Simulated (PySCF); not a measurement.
**Se: excitation energy**

Se [Ar] 3d10 4s2 4p4 (3P) → Se [Ar] 3d10 4s1 4p5 (3P), as a difference of total energies. All numbers are calculated (PySCF 2.14, scalar relativity through the core potential, in cc-pV5Z-PP with ECP10MDF). Correlated levels: valence: 3s2 3p6 3d10 frozen. The calculations carry no spin-orbit coupling.

| method | excitation energy (eV) |
| --- | --- |
| UHF | 11.734 |
| MP2 (valence) | 10.844 |
| SCS-MP2 (valence) | 10.736 |
| CCSD (valence) | 9.941 |
| CCSD(T) (valence) | 9.380 |

Task: How much does correlation contribute at CCSD(T) (valence)?

Result: 9.380 − (11.734) = -2.354 eV, measured against UHF.

The upper state lies above the first ionisation limit, where it may autoionise and the basis confines it.

The coupled-cluster amplitudes are large for the upper state (T1 above 0.03 or a double amplitude above 0.15), so a single reference is strained.
